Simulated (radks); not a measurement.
Results of a calculation; reference values are marked as such.
Species: the lanthanum ion La3+. Configuration: [Xe]. Level of theory: Dirac Kohn-Sham, PBEsol, spin-unpolarised, spherical densities, finite nucleus; Fermi nuclear charge, rms radius 4.855 fm (a radial shooting solver on a logarithmic mesh with Libxc functionals).

Spin-orbit splittings of the eigenvalues, e(l+1/2) - e(l-1/2), with zeta = 2 splitting/(2l+1) and mean radii in bohr:

shell  occ.  splitting (eV)  zeta (eV)  <r> j=l-1/2  <r> j=l+1/2
2p        6           412.8      275.2      0.08993      0.09603
3p        6           80.45      53.63       0.2748       0.2868
3d       10           17.22      6.888       0.2578       0.2616
4p        6           17.17      11.45       0.6746       0.7017
4d       10           2.982      1.193       0.7619       0.7715
5p        6           2.668      1.779        1.707        1.776
